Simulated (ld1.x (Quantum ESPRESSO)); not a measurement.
**LDA (PZ) PAW dataset for Au, non-relativistic all-electron reference.**

Input for ld1.x (Quantum ESPRESSO) 7.5:

```
&input
   title='Au', zed=79., rel=0, dft='PZ', iswitch=3,
   config='[Xe] 4f14 5d10 6s1 6p0',
   nld=3, rlderiv=3.05, eminld=-3.0, emaxld=5.0, deld=0.02
 /
 &inputp
   pseudotype=3, lpaw=.true., tm=.true., lloc=-1, rcloc=1.70,
   nlcc=.true., new_core_ps=.true., rcore=1.45,
   which_augfun='BESSEL', rmatch_augfun=1.50,
   file_pseudopw='Au.UPF', file_wfcaegen='ae.wfc', file_wfcncgen='nc.wfc', file_beta='beta', file_chi='chi', file_wfcusgen='us.wfc'
 /
6
6S  1  0   1.00   0.00  2.10  2.45  0.0
6S  1  0   0.00   0.10  2.10  2.45  0.0
6P  2  1   0.00   0.00  2.40  2.80  0.0
6P  2  1   0.00   2.40  2.40  2.80  0.0
5D  3  2  10.00   0.00  1.65  2.10  0.0
5D  3  2   0.00   0.05  1.65  2.10  0.0
 &test
   configts(1)='5d10 6s1 6p0'
 /
```

Command:

```bash
ld1.x < Au.in > Au.out
```

Resulting log (shortened: banner, matrices, multipoles, cross overlaps and the repeated all-electron block are left out):

```
Program LD1 v.7.5
     --------------------------- All-electron run ----------------------------

     Au

     atomic number is 79.00
     dft =PZ   lsd =0 sic =0 latt =0  beta=0.20 tr2=1.0E-14
     Exchange-correlation= PZ
                           (   1   1   0   0   0   0   0)
     mesh =1279 r(mesh) = 100.03820 a.u. xmin = -7.00 dx = 0.01250
     1 Ry =  13.60569312 eV

     n l     nl                  e(Ry)          e(Ha)          e(eV)
     1 0     1S 1( 2.00)     -5367.0188     -2683.5094    -73022.0114
     2 0     2S 1( 2.00)      -895.7797      -447.8898    -12187.7032
     2 1     2P 1( 6.00)      -861.4532      -430.7266    -11720.6680
     3 0     3S 1( 2.00)      -209.6501      -104.8251     -2852.4353
     3 1     3P 1( 6.00)      -193.4151       -96.7076     -2631.5470
     4 0     4S 1( 2.00)       -44.1574       -22.0787      -600.7914
     4 1     4P 1( 6.00)       -37.1579       -18.5790      -505.5594
     3 2     3D 1(10.00)      -163.0247       -81.5124     -2218.0644
     5 0     5S 1( 2.00)        -6.2275        -3.1138       -84.7301
     5 1     5P 1( 6.00)        -4.0046        -2.0023       -54.4855
     4 2     4D 1(10.00)       -24.2642       -12.1321      -330.1317
     4 3     4F 1(14.00)        -6.9742        -3.4871       -94.8884
     5 2     5D 1(10.00)        -0.6092        -0.3046        -8.2887
     6 0     6S 1( 1.00)        -0.3252        -0.1626        -4.4250
     6 1     6P 1( 0.00)        -0.0697        -0.0348        -0.9480

     final scf error:  8.5E-16 reached in  36 iterations

     Etot =  -35721.527872 Ry,  -17860.763936 Ha, -486016.146117 eV

     Ekin =   35709.477787 Ry,   17854.738894 Ha,  485852.196356 eV
     Encl =  -85105.141391 Ry,  -42552.570695 Ha,-1157914.436952 eV
     Eh   =   14341.002827 Ry,    7170.501414 Ha,  195119.283540 eV
     Exc  =    -666.867096 Ry,    -333.433548 Ha,   -9073.189061 eV

     normalization and overlap integrals

     s(1S/1S) =  1.000000  <r> =   0.0192  <r2> =    0.0005  r(max) =   0.0127
     s(2S/2S) =  1.000000  <r> =   0.0808  <r2> =    0.0076  r(max) =   0.0693
     s(2P/2P) =  1.000000  <r> =   0.0682  <r2> =    0.0056  r(max) =   0.0533
     s(3S/3S) =  1.000000  <r> =   0.2039  <r2> =    0.0473  r(max) =   0.1884
     s(3P/3P) =  1.000000  <r> =   0.1942  <r2> =    0.0436  r(max) =   0.1769
     s(4S/4S) =  1.000000  <r> =   0.4492  <r2> =    0.2272  r(max) =   0.4192
     s(4P/4P) =  1.000000  <r> =   0.4532  <r2> =    0.2330  r(max) =   0.4192
     s(3D/3D) =  1.000000  <r> =   0.1696  <r2> =    0.0336  r(max) =   0.1395
     s(5S/5S) =  1.000000  <r> =   1.0263  <r2> =    1.1829  r(max) =   0.9329
     s(5P/5P) =  1.000000  <r> =   1.1184  <r2> =    1.4170  r(max) =   0.9931
     s(4D/4D) =  1.000000  <r> =   0.4611  <r2> =    0.2454  r(max) =   0.4140
     s(4F/4F) =  1.000000  <r> =   0.4868  <r2> =    0.2858  r(max) =   0.3699
     s(5D/5D) =  1.000000  <r> =   1.5807  <r2> =    3.0143  r(max) =   1.1979
     s(6S/6S) =  1.000000  <r> =   3.3119  <r2> =   12.6731  r(max) =   2.6659
     s(6P/6P) =  1.000000  <r> =   5.0339  <r2> =   30.4929  r(max) =   3.7361

     ------------------------ End of All-electron run ------------------------

     --------------------- Generating PAW atomic setup --------------------

      Generating local potential from pseudized AE potential:
      Matching radius rcloc =   1.7000

      Local pseudo, rcloc= 1.700 Estimated cut-off energy=     8.83 Ry

      Computing core charge for nlcc:

       r > 1.46 : true rho core
      Core charge pseudized with two Bessel functions
      Integrated core pseudo-charge :  13.92
      Wfc-us  6S rcutus= 2.473  Estimated cut-off energy=     7.06 Ry
      Wfc-us  6S rcutus= 2.473  Estimated cut-off energy=     7.62 Ry
      Wfc-us  6P rcutus= 2.803  Estimated cut-off energy=     9.10 Ry
      Wfc-us  6P rcutus= 2.803  Estimated cut-off energy=    14.41 Ry
      Wfc-us  5D rcutus= 2.076  Estimated cut-off energy=    27.26 Ry
      Wfc-us  5D rcutus= 2.076  Estimated cut-off energy=    33.28 Ry

     Required augmentation: BESSEL   radius:    1.500000
     Suggested rho cutoff for augmentation:  44.12 Ry

     Estimated PAW energy = -717.947998 Ryd

     ------------------- End of pseudopotential generation -------------------

     Computing logarithmic derivative in   3.03989
     Computing logarithmic derivative in   3.03989
     Computing the partial wave expansion
     R is outside the sphere for l=    0 j= 0.00
     R is outside the sphere for l=    0 j= 0.00
     R is outside the sphere for l=    1 j= 0.00
     R is outside the sphere for l=    1 j= 0.00
     R is outside the sphere for l=    2 j= 0.00
     R is outside the sphere for l=    2 j= 0.00

     ---------------------- Testing the pseudopotential ----------------------

     Au

     atomic number is 79.00   valence charge is 11.00
     dft = SLA  PZ   NOGX NOGC   lsd =0 sic =0 latt =0  beta=0.20 tr2=1.0E-14
     mesh =1279 r(mesh) = 100.03820 xmin = -7.00 dx = 0.01250

     n l     nl             e AE (Ry)        e PS (Ry)    De AE-PS (Ry)
     3 2     5D   1(10.00)       -0.60921       -0.60921       -0.00000
     1 0     6S   1( 1.00)       -0.32523       -0.32523        0.00000
     2 1     6P   1( 0.00)       -0.06968       -0.06968        0.00000

     eps = 3.8E-15  iter =  3

     Etot =  -35721.527872 Ry,  -17860.763936 Ha, -486016.146117 eV
     Etotps =  -717.947988 Ry,    -358.973994 Ha,   -9768.180007 eV

     Ekin =     167.965433 Ry,      83.982716 Ha,    2285.286135 eV
     Encl =    -283.804342 Ry,    -141.902171 Ha,   -3861.354781 eV
     Ehrt =      64.758013 Ry,      32.379007 Ha,     881.077658 eV
     Ecxc =    -666.867093 Ry,    -333.433546 Ha,   -9073.189019 eV
     (Ecc =     -24.591749 Ry,     -12.295875 Ha,    -334.587793 eV)

     ---------------------- End of pseudopotential test ----------------------
```

Note: ghost state, extra bound levels that the all-electron valence spectrum of the same l lacks: s at -98.0 eV. A true bound ghost makes a file unfit for plane-wave use.

Generation and configuration tests took about 2.3 s on one core of a shared server CPU.
